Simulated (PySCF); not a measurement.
## What moves σ(Si)?

GIAO PBE0/pcSseg-1 on GFN2-xTB geometries (PySCF 2.14.0 with density-fitted response routines, gas phase, non-relativistic):

| SMILES | Hirshfeld charge (e) of Si | σ(Si) (ppm) |
| --- | --- | --- |
| [SiH3]OC1=CCC=C/C1=C\Cl | 0.396 | 391.3 |
| [SiH3]OC1=COC=C/C1=C/Cl | 0.392 | 395.6 |
| [SiH3]OC1=CC=C/C1=C\Cl | 0.398 | 387.6 |
| [SiH3]OC1=CCC/C1=C\Cl | 0.396 | 388.6 |
| ClC1=C2C=CC=C2O[SiH2]1 | 0.429 | 349.7 |

(1) Fit σ(Si) as a line in the Hirshfeld charge of Si. How well does it hold?

(2) A further member, `CC1=CC=C(O[SiH3])/C1=C/Cl`, has x = 0.396. What does the line predict, and what does the calculation give?

## Answers

(1) σ = 876.7 − 1228.7 x, with x in e; correlation -1.00, rms deviation 0.9 ppm, largest 1.6 ppm at `[SiH3]OC1=CCC/C1=C\Cl`. A charge says how many electrons sit at the atom, not how easily they circulate, so such a line holds only within like compounds.

(2) The line gives 390.1 ppm; the calculation 388.3 ppm, a difference of -1.8 ppm, outside the usual scatter of the fit.
